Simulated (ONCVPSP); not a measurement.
Plane-wave convergence, ONCV potential for rhodium (Rh)

rhodium (Rh), optimised norm-conserving Vanderbilt (ONCV), made with ONCVPSP 4.0.1 (PBE, fully relativistic). Core [Ar] 3d10, reference 4s2 4p6 4d6 (charge +3). Waves: 4s: rc 1.00 bohr, ncon 4, nbas 8, qcut 6.2 1/bohr, 2 projectors, debl 1 Ha; 4p: rc 1.20 bohr, ncon 4, nbas 8, qcut 7.2 1/bohr, 2 projectors, debl 1.6 Ha; 4d: rc 1.65 bohr, ncon 3, nbas 7, qcut 10.2 1/bohr, 2 projectors, debl 0.8 Ha. Local part: polynomial inside 0.75 bohr (lpopt 5, dvloc0 0 Ha). Core correction: none.

Open shells are filled in proportion to 2j + 1.

In the s channel the program set the typed energies aside and used -4.354, 0.250 Ha. In the p channel the program set the typed energies aside and used -3.116, 0.250 Ha (j = l + 1/2; the other j can differ). In the d channel the program set the typed energies aside and used -1.444, 0.250 Ha (j = l + 1/2; the other j can differ).

Question: For each optimised wave give the share of its norm inside rc, the residual kinetic energy above qcut (Ha) and the cutoffs (Ha) for errors of 10, 1, 0.1 and 0.01 mHa per electron.

Answer:

```json
{"wave": "4s", "norm inside rc": "0.564", "residual KE": "4.8e-02", "10 mHa": "53.0", "1 mHa": "160.3", "0.1 mHa": "186.3", "0.01 mHa": "252.6"}
{"wave": "s projector 2", "norm inside rc": "0.016", "residual KE": "5.7e-03", "10 mHa": "16.8", "1 mHa": "40.7", "0.1 mHa": "133.2", "0.01 mHa": "233.8"}
{"wave": "4p j=3/2", "norm inside rc": "0.671", "residual KE": "3.0e-03", "10 mHa": "16.8", "1 mHa": "64.4", "0.1 mHa": "137.1", "0.01 mHa": "172.0"}
{"wave": "p projector 2 j=3/2", "norm inside rc": "0.026", "residual KE": "5.3e-04", "10 mHa": "9.8", "1 mHa": "22.2", "0.1 mHa": "46.9", "0.01 mHa": "95.7"}
{"wave": "4p j=1/2", "norm inside rc": "0.700", "residual KE": "2.7e-03", "10 mHa": "13.2", "1 mHa": "54.9", "0.1 mHa": "137.2", "0.01 mHa": "173.0"}
{"wave": "p projector 2 j=1/2", "norm inside rc": "0.025", "residual KE": "5.1e-04", "10 mHa": "10.4", "1 mHa": "21.1", "0.1 mHa": "47.2", "0.01 mHa": "96.8"}
{"wave": "4d j=5/2", "norm inside rc": "0.734", "residual KE": "2.6e-09", "10 mHa": "21.8", "1 mHa": "28.6", "0.1 mHa": "34.3", "0.01 mHa": "39.3"}
{"wave": "d projector 2 j=5/2", "norm inside rc": "0.048", "residual KE": "1.7e-09", "10 mHa": "17.5", "1 mHa": "25.1", "0.1 mHa": "31.8", "0.01 mHa": "37.5"}
{"wave": "4d j=3/2", "norm inside rc": "0.742", "residual KE": "2.7e-09", "10 mHa": "22.1", "1 mHa": "28.9", "0.1 mHa": "34.6", "0.01 mHa": "39.7"}
{"wave": "d projector 2 j=3/2", "norm inside rc": "0.047", "residual KE": "2.0e-09", "10 mHa": "17.8", "1 mHa": "25.4", "0.1 mHa": "32.0", "0.01 mHa": "37.9"}
```

The occupied waves need 160 Ha and 186 Ha for 1 and 0.1 mHa. Note: no bound ghost flagged; GHOST(+) flagged for s at 38.0 eV, p3/2 at 322.1 eV, p1/2 at 330.5 eV.
